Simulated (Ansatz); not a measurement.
`C[O][SnH2][S]C` + H₂ → `C[O][SnH3]` + CH₃SH  (hydrogenolysis of the Sn–S bond)

Gas-phase electronic energies from Ansatz, PBE0-D4/def2-TZVP geometries. CBS: MP2 limit from def2 TZ/QZ plus the TZ coupled-cluster correction, frozen cores. This one scheme is used for every species. Functionals use def2-TZVPP. def2 core potentials past Kr. For Sn outer-core shells are correlated without core-valence functions, which leaves a few kJ/mol of doubt a bond. Each species was taken in one conformer, which may not be the lowest.

`C[O][SnH2][S]C`:

Z-matrix (Å, degrees):
```
C
O 1 1.403
H 1 1.100 2 112.9
H 1 1.099 2 112.3 3 122.1
H 1 1.094 2 108.4 3 -119.1
Sn 2 1.970 1 119.8 3 -46.5
S 6 2.373 2 103.6 1 152.7
H 6 1.705 2 110.5 1 -89.8
H 6 1.714 2 104.5 1 34.0
C 7 1.820 6 98.6 2 -54.1
H 10 1.090 7 106.4 6 174.5
H 10 1.089 7 110.8 6 56.0
H 10 1.090 7 111.4 6 -67.1
```

H₂:

Z-matrix (Å, degrees):
```
H
H 1 0.746
```

`C[O][SnH3]`:

Z-matrix (Å, degrees):
```
C
O 1 1.402
H 1 1.100 2 112.6
H 1 1.094 2 108.4 3 118.9
H 1 1.100 2 112.6 3 -122.2
Sn 2 1.967 1 119.0 3 61.1
H 6 1.709 2 107.4 1 -59.6
H 6 1.698 2 103.8 1 -180.0
H 6 1.709 2 107.4 1 59.7
```

CH₃SH:

Z-matrix (Å, degrees):
```
C
S 1 1.806
H 1 1.089 2 111.5
H 1 1.089 2 111.5 3 -123.8
H 1 1.090 2 106.2 3 118.1
H 2 1.342 1 97.1 3 61.9
```

(1) Is it downhill or uphill in electronic energy at CCSD(T)/CBS, and by how much? (Estimate.)

(2) What do these levels give: r2SCAN-D4, ωB97X-V, ωB97M-V, PBE, PBE0, MP2/def2-TZVPP, SCS-MP2/def2-TZVPP, CCSD/def2-TZVPP, HF/def2-QZVPP, MP2/def2-QZVPP, SCS-MP2/def2-QZVPP, CCSD/CBS(def2)? (Estimate.)

Largest T1 diagnostic among the species: 0.013.

## Answers

(1) Ansatz gave: Uphill: ΔE = +49.2 kJ/mol.

(2) The calculation gave: r2SCAN-D4 46.7, ωB97X-V 37.8, ωB97M-V 39.7, PBE 39.1, PBE0 35.0, MP2/def2-TZVPP 50.6, SCS-MP2/def2-TZVPP 41.7, CCSD/def2-TZVPP 32.5, HF/def2-QZVPP 16.8, MP2/def2-QZVPP 56.5, SCS-MP2/def2-QZVPP 47.3, CCSD/CBS(def2) 42.7 kJ/mol.

The D4 term adds +13.7 kJ/mol with B3LYP and +7.8 kJ/mol with PBE0; it sums over pairs of atoms, weighted by their polarisabilities, and B3LYP, whose exchange is more repulsive, gets the larger term. In def2-TZVPP, CCSD(T) changes the Hartree–Fock value by +22.4 kJ/mol (the triples alone add +6.5 kJ/mol) and MP2 by +33.9 kJ/mol.

B3LYP here is the variant with VWN-RPA as its local correlation; programs differ in this.
